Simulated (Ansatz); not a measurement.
Gas-phase electronic energies from Ansatz, PBE0-D4/def2-TZVP geometries. CCSD(T)/CBS adds triple-zeta CCSD(T) − MP2 to the extrapolated MP2 energy (def2 sets, frozen cores). This one scheme is used for every species. DFT in def2-TZVPP. B3LYP here is the variant with VWN-RPA as its local correlation; programs differ in this. HSE06 is defined as in plane-wave codes. No spin–orbit coupling; open shells (•) take unrestricted orbitals. One conformer a species, not always the lowest.

Reaction (hydrogen abstraction from the Si–H bond): `O[SiH](O)O` + `[SiH3]`• → `O[Si](O)O`• + SiH₄

```json
{"level": "LDA (SPW92)", "ΔE (kcal/mol)": "4.2", "difference from CCSD(T)/CBS": "-2.3"}
{"level": "revPBE-D4", "ΔE (kcal/mol)": "4.1", "difference from CCSD(T)/CBS": "-2.4"}
{"level": "BLYP-D4", "ΔE (kcal/mol)": "3.8", "difference from CCSD(T)/CBS": "-2.7"}
{"level": "r2SCAN-D4", "ΔE (kcal/mol)": "5.3", "difference from CCSD(T)/CBS": "-1.2"}
{"level": "B97M-V", "ΔE (kcal/mol)": "6.7", "difference from CCSD(T)/CBS": "0.2"}
{"level": "PBE0-D4", "ΔE (kcal/mol)": "5.6", "difference from CCSD(T)/CBS": "-0.9"}
{"level": "B3LYP-D4", "ΔE (kcal/mol)": "5.2", "difference from CCSD(T)/CBS": "-1.3"}
{"level": "r2SCANh-D4", "ΔE (kcal/mol)": "5.7", "difference from CCSD(T)/CBS": "-0.8"}
{"level": "r2SCAN0-D4", "ΔE (kcal/mol)": "6.2", "difference from CCSD(T)/CBS": "-0.3"}
{"level": "HSE06-D4", "ΔE (kcal/mol)": "5.6", "difference from CCSD(T)/CBS": "-0.9"}
{"level": "CAM-B3LYP-D4", "ΔE (kcal/mol)": "5.7", "difference from CCSD(T)/CBS": "-0.8"}
{"level": "ωB97X-V", "ΔE (kcal/mol)": "5.7", "difference from CCSD(T)/CBS": "-0.8"}
{"level": "ωB97M-V", "ΔE (kcal/mol)": "6.5", "difference from CCSD(T)/CBS": "0.0"}
{"level": "B2PLYP", "ΔE (kcal/mol)": "5.7", "difference from CCSD(T)/CBS": "-0.8"}
{"level": "PBE", "ΔE (kcal/mol)": "3.9", "difference from CCSD(T)/CBS": "-2.6"}
{"level": "revPBE", "ΔE (kcal/mol)": "3.8", "difference from CCSD(T)/CBS": "-2.7"}
{"level": "BLYP", "ΔE (kcal/mol)": "3.6", "difference from CCSD(T)/CBS": "-2.9"}
{"level": "r2SCAN", "ΔE (kcal/mol)": "5.3", "difference from CCSD(T)/CBS": "-1.2"}
{"level": "PBE0", "ΔE (kcal/mol)": "5.5", "difference from CCSD(T)/CBS": "-1.0"}
{"level": "r2SCANh", "ΔE (kcal/mol)": "5.7", "difference from CCSD(T)/CBS": "-0.8"}
{"level": "r2SCAN0", "ΔE (kcal/mol)": "6.2", "difference from CCSD(T)/CBS": "-0.3"}
{"level": "HSE06", "ΔE (kcal/mol)": "5.5", "difference from CCSD(T)/CBS": "-1.0"}
{"level": "BHLYP", "ΔE (kcal/mol)": "6.6", "difference from CCSD(T)/CBS": "0.1"}
{"level": "LC-ωPBE", "ΔE (kcal/mol)": "5.8", "difference from CCSD(T)/CBS": "-0.7"}
{"level": "RPA@PBE/def2-TZVPP", "ΔE (kcal/mol)": "6.5", "difference from CCSD(T)/CBS": "0.0"}
{"level": "HF/def2-SVP", "ΔE (kcal/mol)": "9.1", "difference from CCSD(T)/CBS": "2.6"}
{"level": "MP2/def2-SVP", "ΔE (kcal/mol)": "8.1", "difference from CCSD(T)/CBS": "1.6"}
{"level": "CCSD/def2-SVP", "ΔE (kcal/mol)": "8.5", "difference from CCSD(T)/CBS": "2.0"}
{"level": "CCSD(T)/def2-SVP", "ΔE (kcal/mol)": "8.2", "difference from CCSD(T)/CBS": "1.7"}
{"level": "HF/def2-TZVPP", "ΔE (kcal/mol)": "7.4", "difference from CCSD(T)/CBS": "0.9"}
{"level": "MP2/def2-TZVPP", "ΔE (kcal/mol)": "6.7", "difference from CCSD(T)/CBS": "0.2"}
{"level": "SCS-MP2/def2-TZVPP", "ΔE (kcal/mol)": "6.7", "difference from CCSD(T)/CBS": "0.2"}
{"level": "CCSD/def2-TZVPP", "ΔE (kcal/mol)": "7.4", "difference from CCSD(T)/CBS": "0.9"}
{"level": "CCSD(T)/def2-TZVPP", "ΔE (kcal/mol)": "7.0", "difference from CCSD(T)/CBS": "0.5"}
{"level": "HF/def2-QZVPP", "ΔE (kcal/mol)": "7.1", "difference from CCSD(T)/CBS": "0.6"}
{"level": "MP2/def2-QZVPP", "ΔE (kcal/mol)": "6.3", "difference from CCSD(T)/CBS": "-0.2"}
{"level": "SCS-MP2/def2-QZVPP", "ΔE (kcal/mol)": "6.4", "difference from CCSD(T)/CBS": "-0.1"}
{"level": "HF/CBS(def2)", "ΔE (kcal/mol)": "7.0", "difference from CCSD(T)/CBS": "0.5"}
{"level": "MP2/CBS(def2)", "ΔE (kcal/mol)": "6.2", "difference from CCSD(T)/CBS": "-0.3"}
{"level": "CCSD/CBS(def2)", "ΔE (kcal/mol)": "6.8", "difference from CCSD(T)/CBS": "0.3"}
{"level": "CCSD(T)/CBS", "ΔE (kcal/mol)": "6.5", "difference from CCSD(T)/CBS": "0"}
```

Largest T1 diagnostic among the species: 0.015.

At CCSD(T), def2-SVP lies +1.7 kcal/mol from the extrapolated value and def2-TZVPP +0.5 kcal/mol. From r2SCAN to r2SCAN0 (25 % exact exchange), in def2-TZVPP and without D4, ΔE moves by +0.9 kcal/mol. Leaving LDA and LC-ωPBE aside and taking each functional with its dispersion term where it has one, the values, not all of them listed here, spread over 2.9 kcal/mol, from BLYP-D4 to BHLYP-D4.
